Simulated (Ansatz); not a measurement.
`CCBN[SiH3]` + `[SiH3]S` → `CCBS[SiH3]` + `N[SiH3]`  (ligand exchange at a B–N bond)

Computed with Ansatz on PBE0-D4/def2-TZVP structures; ΔE is electronic, products minus reactants. CCSD(T)/CBS is the MP2 limit (def2-TZVPP, def2-QZVPP) plus CCSD(T) − MP2 in def2-TZVPP, frozen cores. This one scheme is used for every species. DFT in def2-TZVPP. One conformer a species, not always the lowest.

`CCBN[SiH3]`:

```xyz
15

C    -1.960    0.615    1.457
C    -1.128    0.980    0.227
B    -0.192   -0.183   -0.263
N     1.162    0.016   -0.583
Si    2.289   -1.179   -1.157
H    -2.648    1.417    1.735
H    -2.553   -0.285    1.277
H    -1.323    0.415    2.323
H    -0.567    1.904    0.410
H    -1.812    1.208   -0.603
H    -0.629   -1.298   -0.386
H     1.515    0.957   -0.469
H     2.815   -0.806   -2.498
H     1.579   -2.476   -1.233
H     3.452   -1.285   -0.235
```

`[SiH3]S`:

Cartesian coordinates in Å:
```
Si 0.311 0.341 -0.256
S -0.169 -1.325 0.993
H -0.217 0.163 -1.632
H 1.793 0.381 -0.284
H -0.220 1.612 0.300
H -1.498 -1.171 0.879
```

`CCBS[SiH3]`:

```xyz
14

C    -1.936   -0.031   -1.557
C    -1.534   -0.339   -0.115
B    -0.011   -0.160    0.173
S     0.549    0.592    1.700
Si    2.670    0.404    1.418
H    -2.991   -0.253   -1.735
H    -1.346   -0.617   -2.265
H    -1.778    1.024   -1.795
H    -2.157    0.219    0.592
H    -1.737   -1.403    0.090
H     0.808   -0.545   -0.616
H     3.052   -1.025    1.312
H     3.323    1.008    2.606
H     3.091    1.126    0.193
```

`N[SiH3]`:

Z-matrix (Å, degrees):
```
Si
N 1 1.720
H 1 1.486 2 107.9
H 1 1.494 2 116.0 3 -120.3
H 1 1.486 2 107.9 3 119.4
H 2 1.007 1 119.6 3 -168.6
H 2 1.007 1 119.6 3 49.2
```

```tsv
level	ΔE (eV)
ωB97M-V	0.48
B2PLYP	0.47
```

Question: What does CCSD(T)/CBS give? (Estimate.)

Answer: Computed: +0.45 eV. The listed levels differ from it by 0.03, 0.02 eV.

Largest T1 diagnostic among the species: 0.012.

In def2-TZVPP, CCSD(T) changes the Hartree–Fock value by −0.07 eV (the triples alone add −0.02 eV) and MP2 by −0.12 eV.
